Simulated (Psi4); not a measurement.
A dimer, H4Ge ··· CH5N (SMILES [GeH4] and CN); the first 5 atoms form monomer A.

```
12

Ge     0.0000     0.0000     0.0000
H     -0.9287    -0.0131     1.2233
H      0.1707     1.4429    -0.4978
H      1.3705    -0.5720     0.3916
H     -0.6126    -0.8578    -1.1170
C      3.1724     0.9717    -2.0786
N      2.2219     0.0974    -2.7645
H      2.8925     1.2545    -1.0544
H      3.2984     1.8887    -2.6565
H      4.1459     0.4805    -2.0362
H      1.3114     0.5366    -2.8278
H      2.0967    -0.7679    -2.2532
```

What interaction energy does SAPT0/jun-cc-pVDZ, frozen core (Psi4 1.11) give, and which attractive term is the largest?

Total -0.07 kcal/mol: electrostatics -1.30, exchange 3.53, induction -0.35, dispersion -1.94. The most attractive term is dispersion.
